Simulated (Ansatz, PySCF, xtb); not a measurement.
Process, species as SMILES: C[SiH](C)C [trimethylsilane] + 3 [H][H] (H2) → 3 C (CH4) + [SiH4] (SiH4)
Geometries: B3LYP-D3(BJ)/def2-TZVP minima from Ansatz (an electronic-structure program). Frequencies are from Ansatz or PySCF.

Wanted: energy of full hydrogenation (0 K, with B3LYP-D3(BJ) harmonic zero-point energies), in eV. Correlated levels leave the core frozen unless marked. Spin-orbit coupling is left out. Non-relativistic unless marked X2C. CBS(X,Y): correlation extrapolated as X^-3; Hartree-Fock from the larger set.

| level | program | energy of full hydrogenation (eV) |
|---|---|---|
| GFN2-xTB | xtb | -2.60 |
| SVWN5/def2-TZVPD | Ansatz | -0.28 |

### Question
Estimate the value at CCSD(T)/CBS(cc-pV(T+d)Z,cc-pV(Q+d)Z) as computed with Ansatz.

### Answer
-0.35 eV
